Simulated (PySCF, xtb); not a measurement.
Cd(H)(GeH3) (CdGeH₄), SMILES [GeH3][CdH].

Harmonic wavenumbers (cm⁻¹) from GFN2-xTB (xtb) at its own minimum, in rising order: 29, 136, 208, 282, 303, 870, 929, 933, 1346, 1804, 1891, 1973.

**Question.** What does PBE0-D3(BJ)/def2-TZVP in PySCF 2.14.0 give at its own minimum? (The exact figures need the calculation; the answer reports its results.)

**Answer.** 215, 332, 332, 457, 457, 788, 888, 888, 1768, 2115, 2122, 2122. Paired by order, the mean absolute difference is 176 cm⁻¹ and the zero-point energies are 15.3 and 17.8 kcal/mol.
